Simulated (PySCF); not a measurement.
## Ru: interval between two levels

Ru [Kr] 4d7 5s1 [5F5, M_J = 5] → Ru [Kr] 4d6 5s1 6s1 [7D5, M_J = 5], as a difference of total energies. All numbers are calculated (PySCF 2.14, the two-component X2C-1e Hamiltonian, in x2c-TZVPall-2c with one added diffuse shell each of s, p, d type (9s10p8d1f, 86 functions)). Correlated levels: [Ar] 3d10 frozen; the 6 highest virtual spinors dropped. "Screened" scales the spin-orbit matrix elements by Boettger's factors to mimic the two-electron term; Breit and QED terms are absent.

```csv
method,interval between two levels (cm⁻¹)
GHF (spin-free),34839
GMP2 (spin-free),43470
GHF (screened spin-orbit),35139
GMP2 (screened spin-orbit),43782
```

The labels give the starting determinants; with spin-orbit coupling the two ends relaxed to ⟨J²⟩ = 30.01, ⟨L²⟩ = 12.09, ⟨S²⟩ = 5.98 and ⟨J²⟩ = 30.01, ⟨L²⟩ = 6.08, ⟨S²⟩ = 11.95.

The promoted electron is Rydberg-like, and one or two diffuse shells describe it only roughly, which tends to raise the upper state.
